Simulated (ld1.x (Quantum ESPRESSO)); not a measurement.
# Sc, TM: configuration errors across variants

```
Element                 : scandium (Sc)
Generator               : ld1.x (Quantum ESPRESSO) 7.5
Type                    : norm-conserving Troullier–Martins (Kleinman–Bylander form)
Functional              : PBE
Relativity              : fully relativistic
Frozen core             : [Ar]
Valence charge          : 3
Reference configuration : 3d1 4s0 4p0 (charge +2)
Partial waves           : 4s (bound, empty): rc 2.70 bohr; 4p (bound, empty): rc 2.35 bohr; 3d (bound): rc 1.40 bohr
Local potential         : all-electron potential smoothed inside 1.35 bohr (lloc = -1)
Core correction         : a·sin(br)/r model core inside 1.20 bohr
```

Open shells are filled in proportion to 2j + 1 (rel_dist='average').

All-electron excitation energies from the reference (eV): (1) 3d1 4s2 4p0 -19.665; (2) 3d1 4s1 4p0 -12.768; (3) 3d1 4s1.5 4p0 -16.911; (4) 3d1.5 4s1.5 4p0 -18.985; (5) 3d1 4s0 4p2 -13.991; (6) 3d2 4s0 4p0 -12.087.

Tests that are not counted but printed errors over 1 eV. “wave 4s (bound): rc 2.70 bohr becomes 4s (bound): rc 1.90 bohr”: 3d1 4s0 4p2 (solver errors, printed error -31.3 eV). “core correction a·sin(br)/r model core inside 1.10 bohr”: 3d1 4s0 4p2 (solver errors, printed error -38.4 eV).

3 further variants failed, have other tests or another functional or relativity, and are left out.

A true bound ghost makes a file unfit for plane-wave use even where its test errors are small: the radial tests pick states by their node count and pass the ghost by. Where a test does run into it, the solver fails or the error is huge.

Errors AE − PS in meV (a dash: test not solved or not reliable):

```tsv
change	(1)	(2)	(3)	(4)	(5)	(6)	bound ghosts
base	-9.0	-5.8	-8.0	-32	-6549	-233	s, p3/2, p1/2
wave 4s (bound): rc 2.70 bohr becomes 4s (bound): rc 1.90 bohr	-33	-16	-26	-105	–	-233	s, p3/2, p1/2
wave 4p (bound): rc 2.35 bohr becomes 4p (bound): rc 3.50 bohr	-9.0	-5.8	-8.0	-32	-38	-233	s, p3/2, p1/2
local potential all-electron potential smoothed inside 2.62 bohr (lloc = -1)	–	-1.6	+2.0	-19	+24	-265	none
core correction a·sin(br)/r model core inside 1.10 bohr	-9.1	-5.9	-8.1	-33	–	-233	s, p3/2, p1/2
type PAW; waves now 4s (bound): rcut 2.35, rcutus 2.70 bohr; 4s channel at 3.65 Ry: rcut 2.35, rcutus 2.70 bohr; 4p (bound): rcut 2.05, rcutus 2.35 bohr; 4p channel at 1.85 Ry: rcut 2.05, rcutus 2.35 bohr; 3d (bound): rcut 1.20, rcutus 1.40 bohr; 3d channel at 1.05 Ry: rcut 1.20, rcutus 1.40 bohr; local potential all-electron potential smoothed inside 2.15 bohr (lloc = -1); augmentation PSQ, inside the norm-conserving radii	–	–	–	–	–	–	not determined
```

Question: Give the same row for: all radii but the core radius scaled by about 1.07 (s 2.90, p 2.52, d 1.50 bohr); local potential all-electron potential smoothed inside 1.46 bohr (lloc = -1).

Answer: -11, -6.5, -9.4, -36, –, -232; bound ghosts: s, p3/2, p1/2. Not counted: 3d1 4s0 4p1 (solver errors, printed error -2.4 eV); 3d1 4s0 4p2 (solver errors, printed error -27.4 eV).
